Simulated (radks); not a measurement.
Results of a calculation; reference values are marked as such.
Q: Ionisation of Ti, [Ar] 3d2 4s2, to Ti+, [Ar] 3d2 4s1, under several functionals. Scalar-relativistic Kohn-Sham, spin-polarised, spherical densities, finite nucleus; open shells are filled with parallel spins first; a radial shooting solver on a logarithmic mesh with Libxc functionals. Known Delta-SCF values: Wu-Cohen GGA 6.560 eV. What does TASK exchange with Perdew-Wang LDA correlation give, and what is its highest occupied eigenvalue?

A: 5.908 eV by Delta-SCF; the 4s eigenvalue is -4.180 eV. NIST: 6.828 eV (measured).
